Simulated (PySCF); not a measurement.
Excitation energy of P by level of theory

P [Ne] 3s2 3p3 (4S) → P [Ne] 3s1 3p4 (4P), as a difference of total energies. Computed with PySCF 2.14 in aug-cc-pV(D+d)Z (5s4p3d, 32 functions), with no relativity, point nucleus. Correlated levels: valence: [Ne] frozen. The calculations carry no spin-orbit coupling.

| method | excitation energy (eV) | error (eV) |
| --- | --- | --- |
| UHF | 7.967 | +0.572 |
| LDA | 8.072 | +0.677 |
| PBE | 7.969 | +0.574 |
| PBE0 | 8.062 | +0.667 |
| r2SCAN | 7.662 | +0.267 |
| BHandHLYP | 8.243 | +0.848 |
| M06-2X | 8.146 | +0.751 |
| M06-L | 8.139 | +0.744 |
| PW91 | 7.965 | +0.570 |
| MP2 (valence) | 7.996 | +0.601 |
| SCS-MP2 (valence) | 7.995 | +0.600 |

Reference: 7.395 eV (measured; NIST levels, between the centres of gravity of the two terms).

Errors of the correlated levels include the incompleteness of this basis and the frozen core.
